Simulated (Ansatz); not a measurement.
Diatomic GaH, closed-shell singlet (the spin of the measured ground state). No spin–orbit coupling. Ga is treated without relativity.

D_e counts from the fitted minimum to each atom's lowest state at the same level, without counterpoise. The singlet is restricted.

Correlated levels freeze the inner cores; with def2 sets outer-core shells near the valence are correlated too. CBS(a, b) extrapolates the correlation energy as X⁻³ and adds the Hartree–Fock energy of set b.

Run with Ansatz (an electronic-structure program). Each number belongs to the level named beside it.

```tsv
level	bond energy D_e (kcal/mol)
SVWN5/def2-TZVPP	(withheld)
B97M-V/def2-TZVPP	(withheld)
BHLYP/def2-TZVPP	67.52
wB97X-V/def2-TZVPP	69.64
wB97M-V/def2-TZVPP	69.14
B2PLYP/def2-TZVPP	68.01
CCSD(T)/def2-TZVPP	68.86
CCSD(T)/def2-QZVPP	69.58
CCSD(T)/CBS(def2-TZVPP, def2-QZVPP)	70.08
```

Question: Complete the blanks.

Answer: 
- SVWN5/def2-TZVPP, bond energy D_e (kcal/mol): 75.82
- B97M-V/def2-TZVPP, bond energy D_e (kcal/mol): 71.83
